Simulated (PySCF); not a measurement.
CuI2, SMILES [I][Cu+][I] (connectivity only; charge and spin as stated), charge +1, multiplicity 3.

Coordinates come from a B3LYP-D3(BJ)/def2-SVP optimisation. The multiplicity is an assumed one; other spin states were not compared. The def2 effective core potentials stand for the cores of I; spin–orbit coupling is left out.

These are PBE/def2-TZVPD run with PySCF values and carry that method's errors.

Isolated molecule, no solvent.

```yaml
total_energy: -2235.43881 hartree
point_group: D∞h
"α spin, highest occupied and lowest empty level": -12.31 and -6.89 eV
"β spin, highest occupied and lowest empty level": -12.09 and -11.56 eV
dipole_moment_about_the_centre_of_nuclear_charge: 0.00 D
mean_static_polarisability: 122.3 bohr³ (18.13 Å³)
polarisability_principal_values: 59.7, 59.7, 247.5 bohr³
"⟨S²⟩": 2.004 (pure state 2.00)
```
